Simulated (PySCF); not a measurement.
Compound: C6H10F2O3.
Cartesian coordinates in Å at the PBE0-D3(BJ)/def2-SVP level; atoms count from 1:
```xyz
21
C6H10F2O3 angstrom
C     -2.7485    0.5649    0.9745
C     -2.3669   -0.4744   -0.0626
C     -1.1605   -0.0839   -0.8793
F     -0.9084   -1.0206   -1.8252
F     -1.4115    1.0618   -1.5760
O     -0.0798    0.0936   -0.0777
C      1.1300    0.5663   -0.6662
O      1.9083   -0.4811   -1.0953
C      2.6425   -0.9362    0.0240
C      2.5746    0.2450    1.0110
O      1.8268    1.2227    0.3130
H     -3.6377    0.2449    1.5359
H     -1.9275    0.7246    1.6878
H     -2.9746    1.5298    0.4979
H     -3.1837   -0.6498   -0.7792
H     -2.1313   -1.4414    0.4067
H      0.8990    1.2362   -1.5043
H      3.6649   -1.1701   -0.3065
H      2.1890   -1.8489    0.4438
H      2.0681   -0.0336    1.9497
H      3.5585    0.6715    1.2532
```

The calculation used PBE0-D3(BJ)/def2-SVP geometry optimisation, gas phase in PySCF.

Take the most abundant isotopes and a rigid rotor. The values belong to one conformer with, in the numbering `[CH3:1][CH2:2][C:3]([F:4])([F:5])[O:6][CH:7]1[O:8][CH2:9][CH2:10][O:11]1`, C1–C2–C3–F4 -177°, C2–C3–O6–C7 -175°, C3–O6–C7–O8 -90°, O6–C7–O8–C9 -84°, C7–O8–C9–C10 -19°, O8–C9–C10–O11 -1°, C9–C10–O11–C7 20°.

**Question.** Give the principal moments of inertia and the rotational constants in cm⁻¹.

**Answer.** Ia = 250.32, Ib = 687.75, Ic = 766.14 u·Å²; 505379 MHz·u·Å²/I gives 2019, 734.8 and 659.6 MHz, that is A = 0.06735, B = 0.02451, C = 0.02200 cm⁻¹.

**Question.** Classify the top.

**Answer.** An asymmetric top: κ = (2 × 734.8 − 2019 − 659.6)/(2019 − 659.6) = -0.89.

**Question.** Is it planar, by Δ = Ic − Ia − Ib?

**Answer.** Not planar: Δ = Ic − Ia − Ib = -171.92 u·Å². For a rigid frame Δ = −2 Σ m c², so Σ m c² = 85.96 u·Å² lies off the ab plane: 13.86 from hydrogen and 72.10 from heavier atoms. The atom farthest from that plane is 1.93 Å away.

**Question.** Give the other two planar moments, Paa and Pbb, and the rms extents of the mass along the axes.

**Answer.** Paa = Σ m a² = (Ib + Ic − Ia)/2 = 601.79 and Pbb = Σ m b² = (Ia + Ic − Ib)/2 = 164.36 u·Å². With the mass M = 168.06 u, the rms extents √(P/M) along a, b and c are 1.89, 0.99, 0.72 Å.

**Question.** Where do the levels up to J = 2 lie, in cm⁻¹?

**Answer.** Above 0(0,0):
J = 1: 1(0,1) 0.0465, 1(1,1) 0.0893, 1(1,0) 0.0919
J = 2: 2(0,2) 0.1394, 2(1,2) 0.1799, 2(1,1) 0.1874, 2(2,1) 0.3159, 2(2,0) 0.3160
The levels of one J sum to (2J + 1)J(J + 1)(A + B + C)/3.

**Question.** Which types of transition are allowed, and where do some lines up to J = 5 fall?

**Answer.** The dipole components are |μa| = 1.07 D, |μb| = 1.46 D, |μc| = 1.88 D. The squared components, which scale the intensities, stand as 0.32 : 0.60 : 1.00 (a : b : c). Some lines, for components of 0.1 D or more:

```
type  branch         J(Ka,Kc)    MHz  lower level (cm⁻¹)
   c       Q  4(1,4) ← 4(0,4)    985               0.464
   c       Q  3(1,3) ← 3(0,3)   1110               0.279
   c       Q  2(1,2) ← 2(0,2)   1212               0.139
   a       R  2(0,2) ← 1(0,1)   2786               0.047
   c       Q  5(2,4) ← 5(1,4)   3415               0.760
   c       Q  4(2,3) ← 4(1,3)   3595               0.521
   c       Q  3(2,2) ← 3(1,2)   3742               0.331
   a       R  3(1,3) ← 2(1,2)   4069               0.180
   a       R  3(2,1) ← 2(2,0)   4196               0.316
   c       R  2(1,1) ← 1(0,1)   4223               0.047
   c       Q  4(3,2) ← 4(2,2)   6572               0.643
   b       Q  3(3,0) ← 3(2,1)   6595               0.456
   b       Q  3(3,1) ← 3(2,2)   6611               0.455
   c       R  2(2,1) ← 1(1,1)   6792               0.089
   a       R  5(2,3) ← 4(2,2)   7028               0.643
   b       R  3(2,2) ← 2(1,1)   8036               0.187
   b       R  3(2,1) ← 2(1,2)   8277               0.180
   b       Q  5(4,1) ← 5(3,2)   9241               1.095
   c       R  5(2,3) ← 4(1,3)  10671               0.521
   b       R  3(3,0) ← 2(2,1)  10794               0.316
   b       Q  5(5,0) ← 5(4,1)  11889               1.403
   c       R  4(3,2) ← 3(2,2)  12195               0.455
```

Not checked by PBE0-D3(BJ)/def2-SVP frequencies. Constants of a rigid frame at the computed geometry: no zero-point averaging, no centrifugal distortion. A rigid rotor knows nothing of internal rotation, which can split or shift real lines.
